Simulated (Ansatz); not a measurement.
Calculated with Ansatz (gas phase, PBE0-D4/def2-TZVP geometries, no zero-point term in ΔE). CBS: MP2 limit from def2 TZ/QZ plus the TZ coupled-cluster correction, frozen cores. DFT in def2-TZVPP. B3LYP here is the variant with VWN-RPA as its local correlation; programs differ in this. For Mg outer-core shells are correlated without core-valence functions, which leaves a few kJ/mol of doubt a bond. One conformer a species, not always the lowest.

Consider the redistribution: `[SiH3][O][Mg][O][SiH3]` + `C[SiH2][SiH]1[CH2][AlH]1` → `[SiH3][SiH2][SiH]1[CH2][AlH]1` + `C[O][Mg][O][SiH3]`.

CCSD(T)/CBS gives +2.21 eV.

Q: Another level gave +2.08 eV. Which?
A. PBE0-D4/def2-TZVPP
B. B3LYP-D4/def2-TZVPP
C. SCS-MP2/def2-TZVPP
D. PBE/def2-TZVPP

A: B. B3LYP-D4 2.08, PBE0-D4 1.96, SCS-MP2/def2-TZVPP 2.27, PBE 1.87 eV.

Largest T1 diagnostic among the species: 0.014.

From PBE to PBE0 (25 % exact exchange), in def2-TZVPP and without D4, ΔE moves by +0.10 eV.
